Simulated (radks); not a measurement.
Values are calculated unless marked as measured or tabulated.
The table gives one normalised radial function P(r) = r R(r) of Mn12+ in [Ne] 3s2 3p1 (r in bohr). Level of theory: scalar-relativistic Kohn-Sham, PBE, spin-polarised, spherical densities, point nucleus; open shells are filled with parallel spins first (a radial shooting solver on a logarithmic mesh with Libxc functionals).

r,P
0.006176,0.0085
0.007788,0.0131
0.009744,0.0198
0.01219,0.0299
0.01525,0.0447
0.01908,0.0663
0.02387,0.0971
0.02986,0.1404
0.03736,0.1993
0.04674,0.2766
0.05848,0.3727
0.07375,0.4882
0.09226,0.6030
0.1154,0.6986
0.1444,0.7402
0.1807,0.6837
0.226,0.4885
0.2828,0.1386
0.3538,-0.3320
0.4426,-0.8244
0.5537,-1.1928
0.6927,-1.3005
0.8736,-1.0935
1.093,-0.7087
1.367,-0.3416
1.711,-0.1150
2.14,-0.0249

Which n and l does it have? It may be an empty orbital.

Answer. n = 3, l = 1: the number of nodes gives n - l - 1 = 1, the rise at small r (about r^(l+1)) gives l, and the extent must fit the shell. The curve is that of 3p up; the table hardly tells the two spins apart. 3p up: eigenvalue -327.95 eV, 1 radial node at r = 0.303 bohr, <r> = 0.729 bohr, 90 % of the charge inside 1.08 bohr.
